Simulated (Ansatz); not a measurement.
A single point on C3H8BF, SMILES `CBCCF`.

```yaml
crystal:
  periodic: [false, false, false]
  atoms:
    - {symbol: C, position_ang: [-1.685314, 0.114753, -0.520598]}
    - {symbol: B, position_ang: [-0.606489, -0.923052, -0.090507]}
    - {symbol: C, position_ang: [0.863831, -0.589284, 0.322664]}
    - {symbol: C, position_ang: [1.269204, 0.857829, 0.351086]}
    - {symbol: F, position_ang: [2.598989, 0.991316, 0.727742]}
    - {symbol: H, position_ang: [-1.770438, 0.025166, -1.615129]}
    - {symbol: H, position_ang: [-1.470361, 1.161699, -0.299182]}
    - {symbol: H, position_ang: [-2.680372, -0.139811, -0.145048]}
    - {symbol: H, position_ang: [-0.904164, -2.087855, -0.112388]}
    - {symbol: H, position_ang: [1.530134, -1.152278, -0.346991]}
    - {symbol: H, position_ang: [1.038017, -1.047012, 1.307590]}
    - {symbol: H, position_ang: [1.164844, 1.324750, -0.633497]}
    - {symbol: H, position_ang: [0.672419, 1.429079, 1.069158]}
basis:
  gaussian: {orbitals: def2-QZVPP}
correlation: {method: mp2}
```

```sh
$ ansatz run in.yaml --threads 4 --pin off --events-out ev --progress --plain --max-ram 10444MiB
```

Output, abridged:

```
Functional definition: HF
3124 factors; integrals over basis functions are off by at most 1.0e-3 eV
mean field evaluation 1: about -6594.2412 eV, gradient 4.0e1 eV
mean field evaluation 2: about -6594.3472 eV, gradient 4.0e1 eV
mean field evaluation 4: about -6598.3809 eV, gradient 3.8e0 eV
mean field evaluation 8: about -6598.4347 eV, gradient 2.8e-1 eV
mean field -6598.43502188 eV, -242.4880144741 hartree, gradient 2.5e-6 eV, S^2 0.000000; 0 other end points of the search recorded, 0 dependent functions left out
5 core orbitals not correlated: weight in the atoms' cores, before any rotation towards them, 1.000 or more for the frozen orbitals, at most 0.000 for the correlated occupied ones
reference -6598.43502188 eV, -242.4880144741 hartree; 15, 15 occupied and 505, 505 virtual orbitals, 3124 factors
second order -25.46990632 eV of doubles, -0.00000000 eV of singles
Total energy: -6623.90492820 eV, -243.4240162673 hartree
```

Run time 19 s (4 threads of an Intel Xeon on a shared host); peak host memory 3.8 GiB.
